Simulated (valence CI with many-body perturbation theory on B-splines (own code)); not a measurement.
## Sm⁴⁷⁺ in brief

Calculated by valence CI with perturbative core correlation (CI+MBPT): five valence electrons over a frozen Dirac-Fock core [Ne], radial functions for each j: 9 s, 9 p, 8 d, 6 f, 3 g, 1 h, with the one-electron correlation potential Σ1, the two-electron term Σ2, the three-electron term Σ3, Breit, model QED; selected CI, second order for the rest, scaled by the run's own slope (own B-spline code, finite nucleus).

No measured spectrum was set against this ion. As an estimate, large intervals hold to a few tenths of a per cent, small ones and those within an open d or f shell to about a per cent. Among the levels kept, up to 1200 cm⁻¹ of a level comes from second order outside the variational space, and about a tenth of that is noise between levels of different J, which matters for small intervals.

Levels are named by their leading jj configuration (3d3/2^4 stands for four electrons in 3d with j = 3/2), which in mixed levels can hold well under half, so a name can repeat and another be missing.

Rates and lifetimes use the calculated energies. Strong lines usually hold to 10 to 20 %, long lifetimes can be off by a factor of two.

**Question.** What is the ground level?

**Answer.** (3s^2 3p1/2^2 3p3/2) J=3/2, composition 46 % 3s²3p³ ²P° + 27 % 3s²3p³ ⁴S° + 26 % 3s²3p³ ²D°, g = 1.366.

**Question.** What is the ionisation energy?

**Answer.** 3974.1 eV; NIST lists 3971 ± 4 eV (theoretical).

**Question.** Name the longest-lived excited levels whose lifetime is computed, and their main decay.

**Answer.** (3s^2 3p1/2 3p3/2 3d5/2) J=9/2 at 369.40 eV lives 2.51 μs, mostly by M1 to (3s^2 3p1/2 3p3/2 3d3/2) J=7/2; (3s^2 3p1/2 3p3/2^2) J=5/2 at 152.01 eV lives 185 ns, mostly by M1 to (3s^2 3p1/2^2 3p3/2) J=3/2; (3s^2 3p1/2 3p3/2^2) J=1/2 at 164.13 eV lives 51.4 ns, mostly by M1 to (3s^2 3p1/2^2 3p3/2) J=3/2.

**Question.** How well does LS coupling describe the low levels?

**Answer.** Among the lowest 20 levels the leading LS term, summed over configurations, holds 52 % on average. For single configurations the figures are 51 % in LS and 92 % in jj coupling. Terms mix most in the J = 5/2 level at 225.91 eV, where the leading one holds 30 %.

**Question.** Where does the other parity begin?

**Answer.** At (3s^2 3p1/2^2 3d3/2) J=3/2, 182.50 eV.
